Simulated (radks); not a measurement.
Q: The mean radii <r> (bohr) of the occupied orbitals of an atom or ion are listed with their occupations. Method: Dirac Kohn-Sham, PBE, spin-unpolarised, spherical densities, finite nucleus; Fermi nuclear charge, rms radius of each element as measured or else 0.836 A^(1/3) + 0.57 fm; computed with a radial shooting solver on a logarithmic mesh with Libxc functionals.

orbital  occ.      <r>
1s1/2       2  0.02971
2s1/2       2   0.1281
2p1/2       2   0.1084
2p3/2       4   0.1137
3s1/2       2   0.3475
3p1/2       2   0.3384
3p3/2       4   0.3494
3d3/2       4   0.3206
3d5/2       6   0.3241
4s1/2       2   0.8110
4p1/2       2   0.8441
4p3/2       3   0.8665
4d3/2       4   0.9529
4f5/2       1    1.178

Name the element and its charge. Open shells, if any, fill j = l - 1/2 first.

A: Z = 49, indium, charge +9: In9+ in [Ar] 3d10 4s2 4p5 4d4 4f1. The 1s radius gives Z: for a bare nucleus <r> = (2 gamma + 1)/(2Z) with gamma = sqrt(1 - (Z/c)^2), 0.02926 bohr for Z = 49, and screening makes it slightly larger (0.02971 here). The occupations add up to 40, and the charge is Z minus that.
